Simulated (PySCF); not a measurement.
O3 (SMILES O=[O+][O-]), singlet, geometry from GFN2-xTB; PySCF with SVWN5/def2-SVP.

The PySCF input:
```python
from pyscf import gto, scf, dft

mol = gto.M(
    atom='''
O    -0.06945708    1.07326302   -0.18881454
O     0.00362457   -0.00592030    0.40975419
O     0.06583251   -1.06734272   -0.22093965
''',
    basis='def2-svp',
    verbose=4,
    symmetry=True,
    symmetry_subgroup='Cs',
)

mf = dft.RKS(mol)
mf.xc = 'lda,vwn'
mf.kernel()
mf.analyze()
```

What the program printed (banner, timings and long lists left out):

```
PySCF version 2.14.0

[INPUT] verbose = 4
[INPUT] num. atoms = 3
[INPUT] num. electrons = 24
[INPUT] charge = 0
[INPUT] spin (= nelec alpha-beta = 2S) = 0
[INPUT] symmetry True subgroup Cs
[INPUT] Mole.unit = angstrom
[INPUT] Symbol           X                Y                Z      unit          X                Y                Z       unit  Magmom
[INPUT]  1 O     -0.069457080000   1.073263020000  -0.188814540000 AA   -0.131254858612   2.028173167424  -0.356807768936 Bohr   0.0
[INPUT]  2 O      0.003624570000  -0.005920300000   0.409754190000 AA    0.006849444619  -0.011187745575   0.774323197493 Bohr   0.0
[INPUT]  3 O      0.065832510000  -1.067342720000  -0.220939650000 AA    0.124405413993  -2.016985421848  -0.417515428557 Bohr   0.0

nuclear repulsion = 70.5794798051943
point group symmetry = C2v, use subgroup Cs
symmetry origin: [-4.62592927e-18  0.00000000e+00  1.85037171e-17]
symmetry axis x: [-0.00884445  0.01444635 -0.99985653]
symmetry axis y: [ 0.06306862 -0.99789682 -0.01497592]
symmetry axis z: [-0.99797    -0.06319203  0.00791474]
num. orbitals of irrep A' = 30
num. orbitals of irrep A" = 12
number of shells = 18
number of NR pGTOs = 72
number of NR cGTOs = 42
basis = def2-svp
ecp = {}

******** <class 'pyscf.dft.rks_symm.SymAdaptedRKS'> ********
method = SymAdaptedRKS
initial guess = minao
damping factor = 0
level_shift factor = 0
DIIS = <class 'pyscf.scf.diis.CDIIS'>
diis_start_cycle = 1
diis_space = 8
diis_damp = 0
SCF conv_tol = 1e-09
SCF conv_tol_grad = None
SCF max_cycles = 50
direct_scf = True
direct_scf_tol = 1e-13
XC library pyscf.dft.libxc version 7.1.2
    S. Lehtola, C. Steigemann, M. J. T. Oliveira, and M. A. L. Marques,  SoftwareX 7, 1–5 (2018)
XC functionals = lda,vwn
    P. A. M. Dirac,  Math. Proc. Cambridge Philos. Soc. 26, 376 (1930)
    F. Bloch,  Z. Phys. 57, 545 (1929)
    S. H. Vosko, L. Wilk, and M. Nusair,  Can. J. Phys. 58, 1200 (1980)
radial grids:
    Treutler-Ahlrichs [JCP 102, 346 (1995); DOI:10.1063/1.469408] (M4) radial grids

becke partition: Becke, JCP 88, 2547 (1988); DOI:10.1063/1.454033
pruning grids: <function nwchem_prune>
grids dens level: 3
symmetrized grids: True
atomic radii adjust function: <function treutler_atomic_radii_adjust>
small_rho_cutoff = 0
Freeze 0 electrons in irreps []
    24 free electrons in irreps A' A"
Set gradient conv threshold to 3.16228e-05
Initial guess from minao.
tot grids = 42248
init E= -224.268067678929
HOMO (A') = -0.315237643343953  LUMO (A") = -0.213116177715289  gap/eV = 2.77887
cycle= 1 E= -223.551429076392  delta_E= 0.717  |g|= 0.863  |ddm|= 2.34
HOMO (A') = -0.221609396003505  LUMO (A") = -0.19979635461463  gap/eV = 0.59356
cycle= 2 E= -222.949740391744  delta_E= 0.602  |g|= 2.03  |ddm|= 1.74
HOMO (A') = -0.26073927707324  LUMO (A") = -0.19943779584261  gap/eV = 1.66810
cycle= 3 E= -223.67736296762  delta_E= -0.728  |g|= 0.0923  |ddm|= 1.25
HOMO (A') = -0.278214127454577  LUMO (A") = -0.217054517376221  gap/eV = 1.66424
cycle= 4 E= -223.678707653876  delta_E= -0.00134  |g|= 0.0316  |ddm|= 0.119
HOMO (A') = -0.271550865044418  LUMO (A") = -0.210004707454394  gap/eV = 1.67476
cycle= 5 E= -223.678897804281  delta_E= -0.00019  |g|= 0.00677  |ddm|= 0.0318
HOMO (A') = -0.272505678569085  LUMO (A") = -0.211033390703177  gap/eV = 1.67275
cycle= 6 E= -223.678899358416  delta_E= -1.55e-06  |g|= 0.0058  |ddm|= 0.00731
HOMO (A') = -0.27251170150898  LUMO (A") = -0.211043582581938  gap/eV = 1.67263
cycle= 7 E= -223.678905514889  delta_E= -6.16e-06  |g|= 0.00211  |ddm|= 0.00534
HOMO (A') = -0.272485295575323  LUMO (A") = -0.211033903678334  gap/eV = 1.67218
cycle= 8 E= -223.678906439656  delta_E= -9.25e-07  |g|= 3.01e-05  |ddm|= 0.00145
HOMO (A') = -0.272485516389322  LUMO (A") = -0.211035074638603  gap/eV = 1.67215
cycle= 9 E= -223.678906439826  delta_E= -1.7e-10  |g|= 6.1e-06  |ddm|= 4.61e-05
HOMO (A') = -0.272485591567017  LUMO (A") = -0.211035219459588  gap/eV = 1.67215
Extra cycle  E= -223.678906439823  delta_E= 2.73e-12  |g|= 7.04e-06  |ddm|= 1.03e-05
converged SCF energy = -223.678906439823
**** SCF Summaries ****
Total Energy =                        -223.678906439823152
Nuclear Repulsion Energy =              70.579479805194254
One-electron Energy =                 -448.558402768141264
Two-electron Energy =                  154.300016523123873
Two-electron Coulomb Energy =          178.256475896126943
DFT Exchange-Correlation Energy =      -23.956459373003071
HOMO-LUMO gap [eV] =                     1.672149796487882
Wave-function symmetry = A'
occupancy for each irrep:     A'   A"
                              10    2
**** MO energy ****
MO #1 (A' #1), energy= -18.8866292660435 occ= 2
MO #2 (A' #2), energy= -18.7074167845117 occ= 2
MO #3 (A' #3), energy= -18.7072380056042 occ= 2
MO #4 (A' #4), energy= -1.28028304560857 occ= 2
MO #5 (A' #5), energy= -1.02385421143662 occ= 2
MO #6 (A' #6), energy= -0.66451412542271 occ= 2
MO #7 (A" #1), energy= -0.570244342703522 occ= 2
MO #8 (A' #7), energy= -0.537987435041926 occ= 2
MO #9 (A' #8), energy= -0.530790509805699 occ= 2
MO #10 (A" #2), energy= -0.3367170502089 occ= 2
MO #11 (A' #9), energy= -0.292282183735035 occ= 2
MO #12 (A' #10), energy= -0.272485591567017 occ= 2
MO #13 (A" #3), energy= -0.211035219459588 occ= 0
MO #14 (A' #11), energy= 0.0562466981781209 occ= 0
MO #15 (A' #12), energy= 0.151849164035 occ= 0
MO #16 (A' #13), energy= 0.611614924524099 occ= 0
MO #17 (A" #4), energy= 0.711038785512363 occ= 0
MO #18 (A' #14), energy= 0.73525466139688 occ= 0
MO #19 (A' #15), energy= 0.741076503277619 occ= 0
MO #20 (A' #16), energy= 0.776492955562077 occ= 0
 ** Mulliken pop on meta-lowdin orthogonal AOs  **
 ** Mulliken pop  **
 ** Mulliken atomic charges  **
charge of    0O =     -0.17412
charge of    1O =      0.34824
charge of    2O =     -0.17412
Dipole moment(X, Y, Z, Debye):  0.00488, -0.00796,  0.55113
```
